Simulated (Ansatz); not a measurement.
A structure relaxed at r2SCAN-D4/def2-TZVP in Ansatz, charge 0, singlet:

Cartesian coordinates in Å:
```
Be 0.0139 -0.1225 -0.2543
C 0.1158 -0.9250 -1.7204
H 0.9520 -1.6340 -1.7455
H 0.2616 -0.2409 -2.5646
H -0.7894 -1.5034 -1.9403
Si -0.1142 0.9073 1.6768
H -1.1749 1.9578 1.7040
H 1.1609 1.5906 2.0472
H -0.4257 -0.0298 2.7971
```

(1) Give its formula, name or SMILES and point group.

(2) Summarise the bond lengths by kind (pairs closer than 1.2 times the sum of covalent radii, bridged metal pairs left out).

## Answers

(1) BeMe(SiH3) (CH6BeSi). Point group C3 (tolerance 0.1 Å).

(2) 1 × Be–C 1.67 Å; 1 × Be–Si 2.19 Å; 3 × C–H 1.10 Å; 3 × H–Si 1.49 Å.
